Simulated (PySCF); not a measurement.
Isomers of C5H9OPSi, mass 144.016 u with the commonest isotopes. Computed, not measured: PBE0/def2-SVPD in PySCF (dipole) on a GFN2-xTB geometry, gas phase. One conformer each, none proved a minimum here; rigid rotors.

**Question.** Order these by out-of-plane moment Σ m c² = (Ia + Ib − Ic)/2, largest first.
A. `[PH2:1][SiH2:2][CH2:3][c:4]1[cH:5][cH:6][cH:7][o:8]1` with H–P1–Si2–C3 -93° and 175°, P1–Si2–C3–C4 44°, Si2–C3–C4–C5 121°
B. `[CH:1]#[C:2][C@@H:3]1[CH2:4][CH2:5][O:6][Si@@H:7]1[PH2:8]` with O6–Si7–P8–H -178° and 89°, C2–C3–C4–C5 -155°, C3–C4–C5–O6 43°, C4–C5–O6–Si7 -31°, C5–O6–Si7–P8 125°
C. `[CH3:1][C:2]#[C:3][C@@H:4]1[CH2:5][O:6][Si@H:7]1[PH2:8]` with O6–Si7–P8–H -172° and -79°
D. `[CH:1]#[C:2][Si@@H:3]([PH2:4])[O:5]/[CH:6]=[CH:7]/[CH3:8]` with C2–Si3–P4–H -66° and 26°, C2–Si3–O5–C6 58°, Si3–O5–C6–C7 -4°

**Answer.** B (41.07 u·Å²), C (34.27 u·Å²), A (24.23 u·Å²), D (21.39 u·Å²).

**Question.** Order these by radius of gyration √(Σ m r²/M), largest first.
A. `[CH:1]#[C:2][C@@H:3]1[CH2:4][CH2:5][O:6][Si@@H:7]1[PH2:8]` with O6–Si7–P8–H -178° and 89°, C2–C3–C4–C5 -155°, C3–C4–C5–O6 43°, C4–C5–O6–Si7 -31°, C5–O6–Si7–P8 125°
B. `[CH:1]#[C:2][Si@@H:3]([PH2:4])[O:5]/[CH:6]=[CH:7]/[CH3:8]` with C2–Si3–P4–H -66° and 26°, C2–Si3–O5–C6 58°, Si3–O5–C6–C7 -4°
C. `[PH2:1][SiH2:2][CH2:3][c:4]1[cH:5][cH:6][cH:7][o:8]1` with H–P1–Si2–C3 -93° and 175°, P1–Si2–C3–C4 44°, Si2–C3–C4–C5 121°
D. `[CH3:1][C:2]#[C:3][C@@H:4]1[CH2:5][O:6][Si@H:7]1[PH2:8]` with O6–Si7–P8–H -172° and -79°

**Answer.** D (2.517 Å), B (2.443 Å), C (2.120 Å), A (2.074 Å).

**Question.** Order these by rotational constant A, smallest first.
A. `[CH:1]#[C:2][C@@H:3]1[CH2:4][CH2:5][O:6][Si@@H:7]1[PH2:8]` with O6–Si7–P8–H -178° and 89°, C2–C3–C4–C5 -155°, C3–C4–C5–O6 43°, C4–C5–O6–Si7 -31°, C5–O6–Si7–P8 125°
B. `[PH2:1][SiH2:2][CH2:3][c:4]1[cH:5][cH:6][cH:7][o:8]1` with H–P1–Si2–C3 -93° and 175°, P1–Si2–C3–C4 44°, Si2–C3–C4–C5 121°
C. `[CH3:1][C:2]#[C:3][C@@H:4]1[CH2:5][O:6][Si@H:7]1[PH2:8]` with O6–Si7–P8–H -172° and -79°
D. `[CH:1]#[C:2][Si@@H:3]([PH2:4])[O:5]/[CH:6]=[CH:7]/[CH3:8]` with C2–Si3–P4–H -66° and 26°, C2–Si3–O5–C6 58°, Si3–O5–C6–C7 -4°

**Answer.** A (1576 MHz), D (2133 MHz), B (2551 MHz), C (2899 MHz).

```
                SMILES  point group  Ia (u·Å²)  Ib (u·Å²)  Ic (u·Å²)      κ  μa (D)  μb (D)  μc (D)
  C#C[Si@@H](P)O/C=C/C           C1     236.90     643.72     837.84  -0.76    0.76    1.39    0.01
 CC#C[C@@H]1CO[Si@H]1P           C1     174.33     771.96     877.76  -0.93    0.95    1.31    0.08
C#C[C@@H]1CCO[Si@@H]1P           C1     320.69     339.91     578.46   0.75    0.75    0.61    0.68
       P[SiH2]Cc1ccco1           C1     198.13     473.34     623.01  -0.71    0.75    0.91    0.46
```
